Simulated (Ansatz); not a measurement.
Reaction (silylene formation by 1,1-elimination): `N[Si](F)(Cl)Cl` → Cl₂ + `N[Si]F`

Computed with Ansatz on PBE0-D4/def2-TZVP structures; ΔE is electronic, products minus reactants. CBS: MP2 limit from def2 TZ/QZ plus the TZ coupled-cluster correction, frozen cores. This one scheme is used for every species. DFT in def2-TZVPP. Each species was taken in one conformer, which may not be the lowest.

`N[Si](F)(Cl)Cl`:

Z-matrix (Å, degrees):
```
Si
F 1 1.585
Cl 1 2.027 2 105.7
N 1 1.676 2 114.8 3 120.5
Cl 1 2.027 2 105.7 3 -119.0
H 4 1.005 1 122.5 2 -82.5
H 4 1.005 1 122.4 2 83.0
```

Cl₂:

Cartesian coordinates in Å:
```
Cl -0.282 -0.167 -0.935
Cl 0.282 0.167 0.935
```

`N[Si]F`:

```xyz
5

N    -0.214   -0.549   -0.089
Si   -0.363    0.946    0.710
F     0.927    1.691    0.070
H     0.514   -0.783   -0.750
H    -0.864   -1.305    0.059
```

| species | r2SCANh energy (Eh) |
| --- | --- |
| `N[Si](F)(Cl)Cl` | -1365.85464 |
| Cl₂ | -920.32447 |
| `N[Si]F` | -445.32727 |

Task: Work out ΔE.

Result: ΔE = (-920.32447) + (-445.32727) − (-1365.85464) = 0.20290 Eh = +532.7 kJ/mol. CCSD(T)/CBS gives +512.0 kJ/mol.

Largest T1 diagnostic among the species: 0.014.

The D4 term adds +18.8 kJ/mol with B3LYP and +9.9 kJ/mol with PBE0; it sums over pairs of atoms, weighted by their polarisabilities, and B3LYP, whose exchange is more repulsive, gets the larger term. Leaving LDA and LC-ωPBE aside and taking each functional with its dispersion term where it has one, the values, not all of them listed here, spread over 81.4 kJ/mol, from BLYP-D4 to r2SCAN0-D4. LDA lies +40.1 kJ/mol from PBE without D4.

B3LYP here is the variant with VWN-RPA as its local correlation; programs differ in this.
